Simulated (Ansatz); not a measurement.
`CC1=C(I)C1` + `[O]=[W](=[O])([OH])[F]` → `C[O][W](=[O])(=[O])[F]` + `IC1=CC1`  (substitution at a C–C bond)

Program: Ansatz. Geometries: PBE0-D4/def2-TZVP. ΔE: electronic, gas phase. CCSD(T)/CBS adds triple-zeta CCSD(T) − MP2 to the extrapolated MP2 energy (def2 sets, frozen cores). Functionals use def2-TZVPP. def2 core potentials past Kr. For I, W outer-core shells are correlated without core-valence functions, which leaves a few kJ/mol of doubt a bond. Each species was taken in one conformer, which may not be the lowest.

```
          level  ΔE (kJ/mol)
     r2SCAN0-D4         72.8
        ωB97X-V         66.6
        ωB97M-V         69.2
       PBE-QIDH         73.2
           BLYP         61.6
        r2SCAN0         72.5
  CCSD/def2-SVP         58.6
CCSD/def2-TZVPP         66.4
```

(1) What does CCSD(T)/CBS give? (An estimate is asked.)

(2) What do rigid-rotor, harmonic-oscillator terms from PBE0-D4/def2-TZVP frequencies (298.15 K, 1 bar) make of the CCSD(T)/CBS value? (Estimate.)

Largest T1 diagnostic among the species: 0.023, so the coupled-cluster value is less sure than usual.

Results:

(1) Ansatz gave: +68.8 kJ/mol. The listed levels differ from it by 4.0, -2.2, 0.4, 4.4, -7.2, 3.7, -10.2, -2.4 kJ/mol.

(2) Ansatz gave: ΔZPE = +1.0 kJ/mol, ΔH = +70.4 kJ/mol, ΔS = 15 J/(mol·K), ΔG = +66.0 kJ/mol. Modes under 50 cm⁻¹ make the entropy rough.

At CCSD(T), def2-SVP lies −10.4 kJ/mol from the extrapolated value and def2-TZVPP −2.4 kJ/mol. Leaving LDA and LC-ωPBE aside and taking each functional with its dispersion term where it has one, the values, not all of them listed here, spread over 10.4 kJ/mol, from BLYP-D4 to PBE-QIDH. LDA lies +4.3 kJ/mol from PBE without D4.
